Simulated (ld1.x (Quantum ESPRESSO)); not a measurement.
# P (Z = 15), ultrasoft: configuration errors across variants

| Property | Result |
| --- | --- |
| Element | phosphorus |
| Generator | ld1.x (Quantum ESPRESSO) 7.5 |
| Type | ultrasoft |
| Functional | LDA (PZ) |
| Relativity | scalar-relativistic |
| Frozen core | [Ne] |
| Valence charge | 5 |
| Reference configuration | 3s2 3p3 |
| Partial waves | 3s (bound): rcut 1.40, rcutus 1.55 bohr; 3s channel at 1.7 Ry: rcut 1.40, rcutus 1.55 bohr; 3p (bound): rcut 1.20, rcutus 1.65 bohr; 3p channel at 2.8 Ry: rcut 1.20, rcutus 1.65 bohr |
| Local potential | all-electron potential smoothed inside 1.20 bohr (lloc = -1) |
| Core correction | none |
| Augmentation charge | PSQ, radius 1.35 bohr |

All-electron excitation energies from the reference (eV): (1) 3s2 3p2 9.821; (2) 3s2 3p1 29.070; (3) 3s2 3p0 58.965; (4) 3s2 3p2.5 3.821; (5) 3s1 3p4 8.496; (6) 3s1 3p3 18.893; (7) 3s2 3p3.3 -1.336; (8) 3s2 3p3 spin -1.510; (9) 3s2 3p2 spin 8.978.

Spin tests fill each open shell by Hund’s rule, majority spin first.

4 further variants failed, have other tests or another functional or relativity, and are left out.

Errors AE − PS in meV (a dash: test not solved or not reliable):

| change | (1) | (2) | (3) | (4) | (5) | (6) | (7) | (8) | (9) | bound ghosts |
| --- | --- | --- | --- | --- | --- | --- | --- | --- | --- | --- |
| base | +1.4 | +18 | +90 | 0.0 | +2.4 | +6.4 | +0.1 | +120 | +81 | none |
| type TM semilocal; waves now 3s (bound): rc 1.55 bohr; 3p (bound): rc 1.65 bohr; local potential the p channel | +3.8 | +34 | +140 | +0.5 | +2.6 | +12 | +0.2 | +119 | +83 | none |
| augmentation PSQ, inside the norm-conserving radii | +1.5 | +19 | +93 | +0.1 | +3.6 | +7.0 | +0.1 | +129 | +88 | none |
| core correction a·sin(br)/r model core inside 0.64 bohr | -0.3 | +0.4 | +2.3 | -0.2 | -0.9 | -3.0 | +0.1 | -5.3 | -4.1 | none |
| local potential all-electron potential smoothed inside 0.88 bohr (lloc = -1) | +1.4 | +18 | +90 | 0.0 | +2.4 | +6.4 | +0.1 | +120 | +81 | none |

Give the same row for: wave 3p channel at 2.8 Ry: rcut 1.20, rcutus 1.65 bohr becomes 3p channel at 3.7 Ry: rcut 1.20, rcutus 1.65 bohr.

+1.4, +18, +90, 0.0, +2.4, +6.6, +0.1, +120, +81; bound ghosts: none.
